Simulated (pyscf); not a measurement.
**`[OH][BH][CH2][CH2][OH]`, singlet**

Gas-phase minimum from PySCF at ωB97X-D3(BJ)/def2-SVP, one conformer. HO–BH–CH₂–CH₂–OH lies 52.9 kcal/mol over its isomer H₃C–CH₂–B(OH)–OH (electronic energy, ωB97M-D3(BJ)). 

```xyz
12

O     -2.6856    -0.5341     1.2649
B     -1.5943    -0.0027     0.6629
C     -0.1219    -0.1322     1.2264
C      0.8676    -0.4278     0.0954
O      0.4647    -1.5503    -0.6703
H     -2.4659    -1.0246     2.0664
H     -1.8180     0.5990    -0.3706
H     -0.0511    -0.9173     2.0011
H      0.1500     0.8238     1.7144
H      0.9826     0.4680    -0.5444
H      1.8662    -0.6627     0.4980
H     -0.1789    -1.2513    -1.3224
```

Bond lengths (Å): O1–B2 1.355, O1–H6 0.965, B2–C3 1.582, B2–H7 1.217, C3–C4 1.531, C3–H8 1.105, C3–H9 1.107, C4–O5 1.417, C4–H10 1.107, C4–H11 1.102, O5–H12 0.964. Bond angles (°): B2–O1–H6 112.6, O1–B2–C3 124.0, O1–B2–H7 115.0, C3–B2–H7 120.9, B2–C3–C4 110.7, B2–C3–H8 111.6, B2–C3–H9 108.4, C4–C3–H8 109.8, C4–C3–H9 109.5, H8–C3–H9 106.8, C3–C4–O5 111.6, C3–C4–H10 109.7, C3–C4–H11 110.9, O5–C4–H10 111.0 (the first ones only).

Properties at ωB97X-D3(BJ)/def2-SVP:

```yaml
harmonic_wavenumbers_unscaled: 49, 132, 227, 285, 375, 490, 596, 772, 853, 925, 969, 984, 1074, 1118, 1163, 1192, 1218, 1311, 1388, 1414, 1421, 1461, 1500, 2580, 3043, 3050, 3105, 3126, 3884, 3888 cm⁻¹
zero_point_energy: 62.3 kcal/mol
rotational_symmetry_number: 1
Entropy of this conformer at 298 K and 1 atm, rigid rotor and harmonic oscillator, modes under 100 cm⁻¹ raised to 100: 325.6 J/(mol K)
dipole_moment: 1.50 D
```

Single-point totals, which compare only within one level:

```csv
level,total energy (hartree)
ωB97X-D3(BJ)/def2-TZVP,-255.95937
PBE/def2-TZVP,-255.54967
r²SCAN/def2-TZVP,-255.72211
B3LYP-D3(BJ)/def2-TZVP,-255.89023
PBE0-D3(BJ)/def2-TZVP,-255.57673
M06-2X/def2-TZVP,-255.75854
ωB97M-D3(BJ)/def2-TZVP,-255.93041
```

The lowest mode is so soft that the shape along it may change with the basis. Soft torsions are taken as harmonic, which can shift the entropy by several J/(mol K).
